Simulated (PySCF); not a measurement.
# Working out the excitation energy of Se

Se [Ar] 3d10 4s2 4p4 (3P) → Se [Ar] 3d10 4s1 4p5 (3P). Calculation: PySCF 2.14, in aug-cc-pwCVDZ-PP with ECP10MDF (6s5p4d1f, 48 functions); scalar relativity through the core potential. Frozen: nothing. Energies in hartree (1 hartree = 27.21139 eV):

```
             part   Se (lower)   Se (upper)
              UHF  -371.846570  -371.415506
MP2 opposite-spin    -0.328854    -0.359093
    MP2 same-spin    -0.166433    -0.166403
```

Q: What does Hartree-Fock give?

A: (-371.415506) − (-371.846570) = 0.431064 hartree = 11.730 eV.

Q: What do MP2 and SCS-MP2 (6/5 opposite-spin, 1/3 same-spin) give?

A: The opposite-spin parts differ by -0.823 eV and the same-spin parts by 0.001 eV. MP2: 11.730 + (-0.823) + (0.001) = 10.908 eV. SCS-MP2: 11.730 + 1.2 × (-0.823) + (0.001)/3 = 10.743 eV.

The upper state lies above the first ionisation limit, where it may autoionise and the basis confines it.

A double-zeta basis recovers only part of the correlation energy.
